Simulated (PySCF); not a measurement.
Se(SiH3)(OSiH3) (H6OSeSi2), SMILES [SiH3]O[Se][SiH3]. Heavy atoms are numbered as in [Se:1]([SiH3:2])[O:6][SiH3:7]. Hydrogens are named by the atom that carries them.

Geometry: PBE0-D3(BJ)/def2-SVP. The structure was generated by enumeration, and PubChem lists no compound with its InChIKey, so it may never have been made. The values are those of a single conformer.

All values below come from PBE/pcSseg-1 (PySCF).

GIAO shieldings, no solvent; atoms alike by connectivity are averaged. δ = σ(ref) − σ: ⁷⁷Se against Me2Se (σ = 1634.8 ppm); ²⁹Si against TMS (σ = 335.4 ppm); ¹H against TMS (σ = 31.49 ppm); ¹⁷O against H2O (σ = 334.3 ppm), references at their B3LYP-D3(BJ)/def2-TZVP geometries, non-relativistic.

```
atoms       nucleus  count  δ (ppm)
----------  -------  -----  -------
Se1            ⁷⁷Se      1      [?]
Si7 (SiH3)     ²⁹Si      1      [?]
Si2 (SiH3)     ²⁹Si      1    -53.2
H on Si2         ¹H      3     5.39
H on Si7         ¹H      3      [?]
O6              ¹⁷O      1    -95.0
```

Q: What belongs in the gaps? (Estimate from the structure and the level; the computed values follow.)

A: 
- Si7 (SiH3), δ (ppm): -15.8
- Se1, δ (ppm): 1099.5
- H on Si7, δ (ppm): 5.30
